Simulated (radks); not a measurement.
Problem. These are the eigenvalues of the occupied orbitals of an atom or ion with whole-number occupations (eV). All-electron calculation, Dirac Kohn-Sham, PBE, spin-unpolarised, spherical densities, finite nucleus; Fermi nuclear charge, rms radius of each element as measured or else 0.836 A^(1/3) + 0.57 fm. Program: a radial shooting solver on a logarithmic mesh with Libxc functionals.

1s1/2: -33531.83
2s1/2: -6717.176
2p1/2: -6430.667
2p3/2: -6150.854
3s1/2: -2525.980
3p1/2: -2420.394
3p3/2: -2353.303

Which element is it, and in what charge state? The configuration may be excited. Open shells, if any, fill j = l - 1/2 first.

Solution. Z = 52, tellurium, charge +35: Te35+ in [Ne] 3s2 3p5. The list shows which subshells hold electrons but not how many an open one holds; the 1s level, -1232.3 hartree, gives Z - s = 49.6 by -(Z - s)^2/2, which with screening and relativity narrows Z to a few neighbours, and the depths of the outer levels then fix element, charge and occupations together.
